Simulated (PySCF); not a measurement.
Job file and geometry (Å, from GFN2-xTB) of an NMR shielding run on `C#C[C@@H]1C[SiH2][C@H](F)[Si@@H]1F`, C5H8F2Si2, GIAO PBE0/pcSseg-1 NMR shielding, non-relativistic, gas phase (PySCF 2.14.0, density-fitted response routines); density fitting, a coarse starting grid and PySCF grid level 2 are the driver's defaults:

```
$ OMP_NUM_THREADS=1 python probes_run.py task.json out

{"job": {"kind": "nmr", "xc": "PBE0", "basis": "pcSseg-1"}, "charge": 0, "multiplicity": 1}
C      3.397235    -0.055235     0.343100
C      2.209786    -0.105124     0.488464
C      0.773020    -0.169349     0.607777
C      0.187325    -1.235569    -0.345585
Si    -1.706586    -1.028460    -0.468025
C     -1.860865     0.840779     0.013420
F     -2.582199     1.557856    -0.941090
Si    -0.074036     1.502321     0.212264
F      0.449257     2.009536    -1.223916
H      4.438926    -0.012027     0.231873
H      0.535784    -0.453009     1.640062
H      0.635597    -1.092077    -1.331567
H      0.484408    -2.232503    -0.017495
H     -2.225365    -1.248936    -1.813803
H     -2.409034    -1.838138     0.535905
H     -2.430155     0.964288     0.939452
H      0.169903     2.607677     1.119254
```

Q: Write the output of this run.

A: 
```
coarse grid: 15816 points
cycle   1  E = -973.0912415918  dE =  1.023e+00  |g| = 7.579e-01  |ddm| = 4.024e+00
cycle   2  E = -972.9958379569  dE =  9.540e-02  |g| = 1.111e+00  |ddm| = 1.779e+00
cycle   3  E = -973.1969604990  dE = -2.011e-01  |g| = 1.176e-01  |ddm| = 1.144e+00
cycle   4  E = -973.1993039342  dE = -2.343e-03  |g| = 5.045e-02  |ddm| = 1.546e-01
cycle   5  E = -973.1997577009  dE = -4.538e-04  |g| = 2.691e-02  |ddm| = 5.855e-02
cycle   6  E = -973.1999272122  dE = -1.695e-04  |g| = 5.719e-03  |ddm| = 2.326e-02
cycle   7  E = -973.1999347314  dE = -7.519e-06  |g| = 1.330e-03  |ddm| = 5.461e-03
final grid: 146080 points
cycle   8  E = -973.2656609307  dE = -3.772e-05  |g| = 8.249e-03  |ddm| = 4.015e-02
cycle   9  E = -973.2656477565  dE =  1.317e-05  |g| = 1.143e-02  |ddm| = 1.894e-02
cycle  10  E = -973.2656770125  dE = -2.926e-05  |g| = 1.384e-03  |ddm| = 1.137e-02
cycle  11  E = -973.2656773411  dE = -3.285e-07  |g| = 5.655e-04  |ddm| = 1.508e-03
cycle  12  E = -973.2656774087  dE = -6.765e-08  |g| = 2.006e-04  |ddm| = 4.997e-04
cycle  13  E = -973.2656774174  dE = -8.666e-09  |g| = 4.167e-05  |ddm| = 1.836e-04
cycle  14  E = -973.2656774177  dE = -3.188e-10  |g| = 1.355e-05  |ddm| = 4.775e-05
converged SCF energy = -973.2656774177

GIAO shielding tensors (ppm)
atom      isotropic    diamagn.    paramagn.     s11        s22        s33       span
  0 C      110.679     258.030    -147.352     40.123     43.435    248.478    208.355
  1 C       98.966     255.637    -156.671     -6.317      5.801    297.415    303.733
  2 C      168.596     255.802     -87.206    157.481    166.979    181.329     23.847
  3 C      171.681     252.297     -80.616    149.517    172.128    193.399     43.882
  4 Si     384.459     879.783    -495.324    348.707    382.177    422.493     73.786
  5 C      103.681     255.237    -151.557     48.699     81.143    181.201    132.502
  6 F      485.704     470.622      15.082    430.711    491.523    534.878    104.167
  7 Si     334.476     877.706    -543.229    312.240    326.112    365.076     52.836
  8 F      389.442     468.414     -78.973    364.576    392.425    411.324     46.749
  9 H       30.073      34.101      -4.028     24.712     24.917     40.591     15.879
 10 H       30.179      30.503      -0.325     24.909     30.005     35.621     10.712
 11 H       30.019      31.347      -1.328     26.053     28.838     35.166      9.113
 12 H       30.085      30.301      -0.215     24.986     28.331     36.939     11.953
 13 H       27.052      28.089      -1.037     24.067     24.728     32.362      8.294
 14 H       27.371      28.372      -1.001     23.577     25.356     33.180      9.603
 15 H       26.396      29.475      -3.079     23.554     26.671     28.963      5.409
 16 H       26.277      27.830      -1.553     23.017     23.481     32.332      9.315
```

Q: Turn these shieldings into chemical shifts. Referencing at the same level of theory: ¹³C (σ = 186.93 ppm), ²⁹Si (σ = 349.16 ppm), ¹H (σ = 31.72 ppm) vs TMS; ¹⁹F (σ = 170.95 ppm) against CFCl3.

A: Averaging equivalent atoms: C 1: 88.0; C 5: 83.2; C 0: 76.2; C 2: 18.3; C 3: 15.2; Si 7: 14.7; Si 4: -35.3; F 8: -218.5; F 6: -314.8; H 16: 5.44; H 15: 5.32; H 13: 4.66; H 14: 4.35; H 11: 1.70; H 9: 1.64; H 12: 1.63; H 10: 1.54 ppm. Unscaled 19F shifts against computed CFCl3 carry errors that often reach 10 to 50 ppm.

Size and cost of the density-fitted run: 207 basis functions, 42 s wall time on 1 thread of an Arm Neoverse V1, shared host; peak memory 0.94 GiB.
